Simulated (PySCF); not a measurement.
# Broadened absorption spectrum of C5H9N3Si

Species: C5H9N3Si.
Atom-mapped SMILES: `[CH2:1]=[CH:2][CH2:3][n:4]1[n:5][cH:6][c:7]([SiH3:8])[n:9]1` (hydrogens: H10, H11 on C1; H12 on C2; H13, H14 on C3; H15 on C6; H16, H17, H18 on Si8)

Structure used (PBE0-D3(BJ)/def2-SVP), in Å, numbered top down from 1:
```xyz
18
C5H9N3Si angstrom
C     -3.0096   -0.1321   -0.3672
C     -2.1909   -0.2230    0.6791
C     -1.2698    0.8729    1.1206
N      0.1038    0.4204    1.2365
N      0.4877   -0.3668    2.2173
C      1.7652   -0.6098    1.9469
C      2.1158    0.0685    0.7589
Si     3.7376    0.1556   -0.1691
N      1.0155    0.7095    0.3391
H     -3.6810   -0.9513   -0.6365
H     -3.0414    0.7643   -0.9943
H     -2.1650   -1.1319    1.2910
H     -1.2641    1.7069    0.4080
H     -1.5674    1.2515    2.1113
H      2.3714   -1.2372    2.5974
H      3.6020   -0.4304   -1.5354
H      4.2038    1.5680   -0.2926
H      4.7469   -0.6303    0.6025
```

Method used: TDDFT PBE0/def2-SVPD, vertical, gas phase, core orbitals frozen in the response (PySCF).

Each state is given a Gaussian of 0.25 eV full width at half maximum, with ε(max) = 2.175×10⁸ f / Δν̃ (Δν̃ the width in cm⁻¹). The width is an assumption, not a result. The curve ends short of the highest state used, and states not computed would add to its high-energy end.

```json
{"λ (nm)": "176.3", "ε (L mol⁻¹ cm⁻¹)": "1858"}
{"λ (nm)": "178.0", "ε (L mol⁻¹ cm⁻¹)": "2001"}
{"λ (nm)": "179.8", "ε (L mol⁻¹ cm⁻¹)": "1820"}
{"λ (nm)": "181.5", "ε (L mol⁻¹ cm⁻¹)": "1535"}
{"λ (nm)": "183.2", "ε (L mol⁻¹ cm⁻¹)": "1767"}
{"λ (nm)": "184.9", "ε (L mol⁻¹ cm⁻¹)": "2971"}
{"λ (nm)": "186.6", "ε (L mol⁻¹ cm⁻¹)": "4703"}
{"λ (nm)": "188.3", "ε (L mol⁻¹ cm⁻¹)": "5728"}
{"λ (nm)": "190.0", "ε (L mol⁻¹ cm⁻¹)": "5228"}
{"λ (nm)": "191.7", "ε (L mol⁻¹ cm⁻¹)": "3714"}
{"λ (nm)": "193.4", "ε (L mol⁻¹ cm⁻¹)": "2596"}
{"λ (nm)": "195.1", "ε (L mol⁻¹ cm⁻¹)": "3382"}
{"λ (nm)": "196.9", "ε (L mol⁻¹ cm⁻¹)": "7626"}
{"λ (nm)": "198.6", "ε (L mol⁻¹ cm⁻¹)": "14900"}
{"λ (nm)": "200.3", "ε (L mol⁻¹ cm⁻¹)": "22926"}
{"λ (nm)": "202.0", "ε (L mol⁻¹ cm⁻¹)": "27571"}
{"λ (nm)": "203.7", "ε (L mol⁻¹ cm⁻¹)": "26161"}
{"λ (nm)": "205.4", "ε (L mol⁻¹ cm⁻¹)": "19805"}
{"λ (nm)": "207.1", "ε (L mol⁻¹ cm⁻¹)": "12094"}
{"λ (nm)": "208.8", "ε (L mol⁻¹ cm⁻¹)": "6020"}
{"λ (nm)": "210.5", "ε (L mol⁻¹ cm⁻¹)": "2467"}
{"λ (nm)": "212.3", "ε (L mol⁻¹ cm⁻¹)": "785"}
{"λ (nm)": "214.0", "ε (L mol⁻¹ cm⁻¹)": "222"}
{"λ (nm)": "215.7", "ε (L mol⁻¹ cm⁻¹)": "53"}
```

Problem. Locate the maxima and give the states behind the curve.

Solution. 202 nm (6.12 eV), ε about 28000, made up of S1 (100%); 189 nm (6.57 eV), ε about 5800, made up of S3 (43%) and S4 (57%); 178 nm (6.96 eV), ε about 2000, made up of S5 (53%) and S6 (45%) (ε in L mol⁻¹ cm⁻¹; maxima over ε = 5, shares over 10%). The states used: S1 6.12 eV (f 0.257); S2 6.25 eV (f 0.0007); S3 6.55 eV (f 0.024); S4 6.59 eV (f 0.031); S5 6.90 eV (f 0.012); S6 7.03 eV (f 0.010); S7 7.26 eV (f 0.0029); S8 7.32 eV (f 0.052); S9 7.44 eV (f 0.020); S10 7.63 eV (f 0.412).

Problem. What would ε be at 6.12 eV, the highest of these maxima, with half the width (0.125 eV)?

Solution. About 55400 L mol⁻¹ cm⁻¹ against 27800, a factor of about 1.99; a lone state at its own centre would give exactly 2.

Problem. On this curve, what absorbance would a 10⁻⁵ mol/L sample give at 193 nm over a 1 cm path?

Solution. 193 nm is 6.424 eV, where ε is about 2700 L mol⁻¹ cm⁻¹, so A = ε c l ≈ 0.027 (Beer–Lambert, with the gas-phase spectrum and the assumed width).

The vertical ionisation energy (ΔSCF) is 9.35 eV, 1.72 eV above S10.

One conformer stands for the species.
